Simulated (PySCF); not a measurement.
# Does the structure fit the spectrum?

A compound C3H11NOSi2 gives the data below (simulated from a calculation) and was assigned the structure `N[Si@@H](O[SiH3])C1CC1`.

¹³C{¹H} NMR (computed): δ 153.0 (C), 131.2 (CH2), 23.7 (CH3).

¹H NMR (300 MHz, computed): δ 6.02 (br s, 1H), 5.59 (br s, 1H), 5.37 (s, 1H), 5.23 (s, 3H), 1.87 (s, 3H), 0.60 (br s, 2H).

- structure optimised with GFN2-xTB
- σ from GIAO-PBE0/pcSseg-1
- code: PySCF 2.14
- in vacuum, no relativistic terms, a single conformation, equivalent nuclei averaged

Referencing at the same level of theory: ¹H (σref 31.72) and ¹³C (σref 186.93) against TMS.

Task: Compare with the shifts computed for the proposed structure, pairing carbons in order of shift.

Result: Numbering as in the mapped SMILES `[NH2:1][Si@@H:2]([O:3][SiH3:4])[CH:5]1[CH2:6][CH2:7]1`. Each H is labelled by its parent atom.

```csv
atom,computed for proposal,given list,difference
C6,1.1,153.0,-151.9
C5,-0.6,131.2,-131.8
C7,-0.7,23.7,-24.4
```

The rms difference is 116.9 ppm and the largest -151.9 ppm at C6 (three-membered-ring carbon). The carbon types in order of shift don't match either: CH2, CH, CH2 for the proposal against C, CH2, CH3 in the data. The proposal doesn't fit.

Task: Which isomer fits?

Result: SMILES C=C(C)[Si@H](N)O[SiH3].

- Carbon types of the structure: 1 × C, 1 × CH2, 1 × CH3, leaving 6 H on heteroatoms.
- δC 153.0: fully substituted alkene carbon; the olefinic region.
- δC 131.2: terminal =CH2 carbon; an sp2 carbon of a C=C bond.
- δC 23.7: allylic methyl carbon; aliphatic region, no heteroatom directly attached.
- δH 1.87: hydrogen on an allylic methyl carbon; allylic position.

The data come from this structure; uniqueness wasn't tested.

Exchangeable OH/NH protons stand at their gas-phase positions; hydrogen bonding in a real sample shifts them, mostly to higher δ. Shifts are as computed. Against solution values, carbons near 30 ppm lie about +3 ppm off and those near 130 ppm about +5 ppm. Of 1211 compounds with measured shifts, 218 miss one by over three times the rms of a fit or turn the order of signals round; such compounds aren't used in these exercises. Multiplicities follow the n + 1 count of equivalent neighbours, as no J values were calculated; m marks all less simple cases, F and P coupling included.
